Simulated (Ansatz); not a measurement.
`[GeH3][GeH2][SiH2][GeH2][GeH3]` → `[GeH3][GeH2][GeH2][GeH3]` + `[SiH2]`  (silylene formation by 1,1-elimination)

Computed with Ansatz on PBE0-D4/def2-TZVP structures; ΔE is electronic, products minus reactants. CBS: MP2 limit from def2 TZ/QZ plus the TZ coupled-cluster correction, frozen cores. This one scheme is used for every species. Functionals use def2-TZVPP. For Ge outer-core shells are correlated without core-valence functions, which leaves a few kJ/mol of doubt a bond. Scalar relativity is left out up to krypton. Each species was taken in one conformer, which may not be the lowest.

CCSD(T)/CBS gives +249.5 kJ/mol.

Q: Another level gave +271.2 kJ/mol. Which?
A. r2SCANh-D4/def2-TZVPP
B. r2SCANh/def2-TZVPP
C. PBE-D4/def2-TZVPP
D. ωB97M-V/def2-TZVPP

A: A. r2SCANh-D4 271.2, r2SCANh 267.2, PBE-D4 261.9, ωB97M-V 240.2 kJ/mol.

Largest T1 diagnostic among the species: 0.014.

In def2-TZVPP, CCSD(T) changes the Hartree–Fock value by +30.0 kJ/mol (the triples alone add +7.0 kJ/mol) and MP2 by +46.7 kJ/mol. From PBE to PBE0 (25 % exact exchange), in def2-TZVPP and without D4, ΔE moves by +6.9 kJ/mol. At CCSD(T), def2-SVP lies −19.1 kJ/mol from the extrapolated value and def2-TZVPP −8.3 kJ/mol.
